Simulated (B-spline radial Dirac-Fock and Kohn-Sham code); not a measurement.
**Tc⁵⁺: non-radiative channels of the 2s vacancy**

System: technetium as Tc⁵⁺ in the configuration [Kr] 4d2, inside a Watson sphere of charge -5 and radius 2.7 Å (a model of the Madelung potential; inside it an electron's potential energy is raised by 26.7 eV).

Method: one-electron (LDA, Dirac) transition rates at Dirac-Fock energies. Computed with a radial B-spline solver. Kinetic energies are configuration averages from the vacuum level; the two-hole energies are estimated from single-hole states.

```csv
transition,kinetic energy (eV),width (meV),share (%)
L1-L3M4,5.15,1930,29.9
L1-L3M5,10.50,2490,38.7
L1-L2N1,104.8,144,2.2
L1-L2N2,139.0,91.9,1.4
L1-L2N3,142.2,125,1.9
L1-L3N1,221.3,223,3.5
L1-L3N2,255.1,95.3,1.5
L1-L3N3,258.9,194,3.0
L1-L3N4,305.2,30.3,0.5
L1-L3N5,305.7,40.6,0.6
L1-M1M1,1855.9,37.4,0.6
L1-M1M2,1960.2,73.4,1.1
L1-M1M3,1980.7,139,2.2
L1-M1M4,2149.1,109,1.7
L1-M1M5,2152.9,157,2.4
L1-M2M5,2249.7,38.1,0.6
L1-M3M4,2266.8,31.6,0.5
L1-M3M5,2272.7,22.6,0.4
L1-M1N3,2391.7,23.8,0.4
L1-M4M5,2441.4,220,3.4
L1-M5M5,2445.6,61.2,0.9
L1-M5N1,2648.9,20.2,0.3
```

Coster-Kronig rates are the weakest part of this model and often come out 1.5 to 2.5 times too large. Channels within a few eV of threshold rest on estimated energies and may be closed in reality. The listed channels hold 98 % of the non-radiative rate. Summed by principal shells, of 6.45 eV in all: LLM 68.6 %, LLN 15.0 %, LMM 14.0 %, LMN 2.3 %.
